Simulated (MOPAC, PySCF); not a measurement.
H5GaN2O, SMILES `[Ga]([NH2])([NH2])[OH]`, neutral singlet in the gas phase. 

Cartesian coordinates (Å):
```xyz
9

N     -0.8384     1.4153    -0.2772
Ga    -0.0790    -0.2286    -0.0110
N      1.7195    -0.5255    -0.0174
O     -1.0970    -1.7095     0.0770
H     -0.2987     2.2563    -0.1473
H     -1.8073     1.5742    -0.0517
H      2.0661    -1.4302     0.2599
H      2.3713     0.2037     0.2222
H     -2.0365    -1.5557    -0.0545
```
Charge 0, multiplicity 1.

All levels are single points at this geometry (B3LYP-D3(BJ)/def2-TZVP); Pople sets use spherical d functions. Orbital energies aren't observables, and empty levels follow the basis.

B3LYP-D3(BJ)/def2-TZVP in PySCF gives HOMO (eV) = -6.76.

Estimate the HOMO (eV) from each of these levels: B3LYP/3-21G in PySCF; B3LYP/6-31G* in PySCF; AM1 in MOPAC; PM6 in MOPAC; PM7 in MOPAC.


| level | HOMO (eV) |
|---|---|
| B3LYP/3-21G in PySCF | -5.77 |
| B3LYP/6-31G* in PySCF | -6.38 |
| AM1 in MOPAC | -9.42 |
| PM6 in MOPAC | -9.48 |
| PM7 in MOPAC | -9.49 |
